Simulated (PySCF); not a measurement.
## Tc³¹⁺: ionisation energy

Tc³¹⁺ [Ne] 3s2 (1S) → Tc³²⁺ [Ne] 3s1 (2S), as a difference of total energies. All numbers are calculated (PySCF 2.14, the spin-free X2C one-electron Hamiltonian (Gaussian nucleus), in an uncontracted even-tempered set (18 s from 4.7 bohr⁻², ratio 2.5; 11 p from 6.1 bohr⁻², ratio 2.5; 4 d from 23 bohr⁻², ratio 2.7; 4 f from 34 bohr⁻², ratio 2.7)). Correlated levels: outer shells: 1s2 frozen; virtual orbitals above 40 to 60 times the deepest correlated orbital energy dropped. The calculations carry no spin-orbit coupling.

| method | ionisation energy (eV) |
| --- | --- |
| UHF | 1831.4 |
| MP2 (outer shells) | 1834.5 |
| SCS-MP2 (outer shells) | 1834.9 |
| CCSD (outer shells) | 1835.3 |
| CCSD(T) (outer shells) | 1835.3 |

Problem. How much does correlation contribute at CCSD(T) (outer shells)?

Solution. 1835.3 − (1831.4) = 3.9 eV, measured against UHF.

Breit and QED terms and the two-electron picture change are absent.

For comparison: 1838 ± 3 eV (semi-empirical (NIST evaluation); NIST Atomic Spectra Database, ionization energies).
